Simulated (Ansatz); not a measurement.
Total energies of In₄N₄H₁₄, a cluster cut from wurtzite InN (hydrogen-capped) from Ansatz at PBE0-D4/def2-TZVP, gas phase (1 Eh = 27.2114 eV = 2625.5 kJ/mol). The reference geometry is relaxed at PBE-D4/def2-SVP.

```xyz
22

In   -0.0861    1.3779    2.0562
N    -1.2265    1.8671    0.1150
In    2.4637   -0.1963   -0.1489
N     0.9108   -0.4717    1.3908
N     1.1007    0.4104   -1.9044
In   -1.0655    0.5520   -1.6268
In   -0.4300   -2.1913    1.0702
N    -1.5548   -1.4061   -0.7808
H     1.0589    2.6948    2.1360
H    -1.3955    1.0064    3.1513
H    -0.9460    2.8209   -0.1592
H    -2.2208    1.9617    0.3721
H     3.3518    1.2809    0.1356
H     3.0692   -1.7434   -0.6888
H     1.4577   -0.7549    2.2250
H     1.4531    1.3145   -2.2536
H     1.2972   -0.2495   -2.6721
H    -1.9847    1.0280   -3.0287
H    -1.6974   -2.2101    2.2724
H     0.4551   -3.5406    0.4008
H    -2.5590   -1.4279   -0.5470
H    -1.4521   -2.1229   -1.5151
```

```tsv
state	geometry	energy (Eh)
charge 0 singlet	reference	-987.91390
charge 1 doublet	reference	-987.60002
charge -1 doublet	reference	-987.91181
free In atom (doublet)	–	-190.11398
free N atom (quartet)	–	-54.54382
free H atom (doublet)	–	-0.50104
```

In the def2 sets In takes a core potential; there is no spin–orbit coupling. Single mean-field runs in def2-TZVP are fitted with def2-universal-jkfit.

Task: Work out the vertical ionisation energy to the doublet.

Result: E(charge 1 doublet) − E(charge 0 singlet) = -987.60002 − (-987.91390) = 0.31388 Eh = 8.54 eV. For comparison, −ε of the highest occupied level is 7.11 eV at this level, 1.43 eV less.

Task: Work out the vertical electron affinity, to the doublet.

Result: E(charge 0 singlet) − E(charge -1 doublet) = -987.91390 − (-987.91181) = -0.00209 Eh = -0.06 eV; so near zero that its sign isn't settled. The basis lacks diffuse functions, which makes affinities too small.

Task: Give the fundamental gap IE − EA, the Mulliken electronegativity (IE + EA)/2 and the hardness (IE − EA)/2.

Result: From the values in Eh: IE − EA = 0.31388 − (-0.00209) = 0.31597 Eh = 8.60 eV; (IE + EA)/2 = 4.24 eV; (IE − EA)/2 = 4.30 eV. The HOMO–LUMO gap of the same run is 6.10 eV, 2.50 eV smaller than the fundamental gap.

Task: What is the binding energy per atom against free atoms?

Result: Atoms: 4 × (-190.11398) + 4 × (-54.54382) + 14 × (-0.50104) = -985.64576 Eh. Binding: -985.64576 − (-987.91390) = 2.26814 Eh = 61.72 eV, or 2.81 eV for each of 22 atoms (no zero-point energy, no counterpoise term).

At PBE0-D4/def2-TZVP the highest occupied level of the charge -1 doublet lies above zero (up to 1.19 eV). Energy differences disagree on whether the electron is bound (positive means bound): -0.06 eV (vertical, to the charge 0 singlet, at PBE0-D4/def2-TZVP), but 0.24 eV at PBE-D4/def2-TZVP.
